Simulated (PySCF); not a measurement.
## Zn³⁺ (zinc, charge +3) across methods

[Ar] 3d9, 2D determinant. Computed with PySCF 2.14 in aug-cc-pVTZ-PP with one added diffuse shell each of s, p, d, f, g type with ECP10MDF (7s7p6d4f3g, 113 functions), with a scalar-relativistic core potential.

```tsv
method	E (hartree)	mean ε 3p β (eV)	mean ε 3d α (eV)	mean ε 3d β (eV)	Σ⟨r²⟩ (bohr²)	⟨S²⟩
PBE0	-224.5946	-130.14	-54.931	-53.532	12.16	0.751
PBE	-224.6159	-124.20	-51.619	-50.342	12.25	0.750
LC-wPBE	-224.6690	-130.20	-57.196	-55.894	12.22	0.750
LDA	-224.1770	-124.33	-51.898	-50.521	12.31	0.750
wB97X-V	-224.6081	-131.86	-57.216	-55.939	12.17	0.750
r2SCAN	-224.5246	-127.26	-51.880	-50.484	12.16	0.751
UHF	-223.69787	-146.76	-63.789	-61.972	12.00	0.751
```

Problem. Estimate the same row for M06.

Solution. E (hartree) = -224.6897; mean ε 3p β (eV) = -130.35; mean ε 3d α (eV) = -55.132; mean ε 3d β (eV) = -53.425; Σ⟨r²⟩ (bohr²) = 12.13; ⟨S²⟩ = 0.751.

Energies and moments cover only the electrons outside the core potential.
